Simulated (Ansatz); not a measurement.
Reaction: H4SiPO (SMILES [PH][SiH2]O, doublet) → H4SiPO (SMILES [SiH](O)P, doublet)
Each species at its own B3LYP-D3(BJ)/def2-TZVP minimum (Ansatz, an electronic-structure program), one conformer.

Total energies in hartree (Ansatz). Radicals and triplets start from unrestricted determinants; spin-orbit coupling is neglected. Correlated methods leave the cores frozen. No relativity.

```csv
species,HF/cc-pV(T+d)Z,CCSD(T)/cc-pV(T+d)Z,HF/cc-pV(Q+d)Z,CCSD(T)/cc-pV(Q+d)Z,CCSD(T)/cc-pV(D+d)Z,CCSDT(Q)/cc-pV(D+d)Z
"1: H4SiPO (SMILES O[SiH2][PH], doublet)",-706.95698,-707.51054,-706.97072,-707.56085,-707.33925,-707.34142
"2: H4SiPO (SMILES O[SiH]P, doublet)",-706.93619,-707.49620,-706.95000,-707.54694,-707.32371,-707.32606
```

Task: Work out the isomerisation energy (electronic) in kJ/mol: take Hartree-Fock from cc-pV(Q+d)Z, extrapolate the CCSD(T) correlation energy as X^-3 (X = 3, 4), and add CCSDT(Q) - CCSD(T) in cc-pV(D+d)Z. 1 hartree = 2625.5 kJ/mol.

Result: 
Species 1: correlation (64·(-0.59013) - 27·(-0.55356))/37 = -0.61682; step -0.00217; E1 = -706.97072 + (-0.61682) + (-0.00217) = -707.58971
Species 2: correlation (64·(-0.59694) - 27·(-0.56001))/37 = -0.62389; step -0.00235; E2 = -706.95000 + (-0.62389) + (-0.00235) = -707.57624
-1·E1 +1·E2 = 0.01347 hartree = 35.4 kJ/mol.
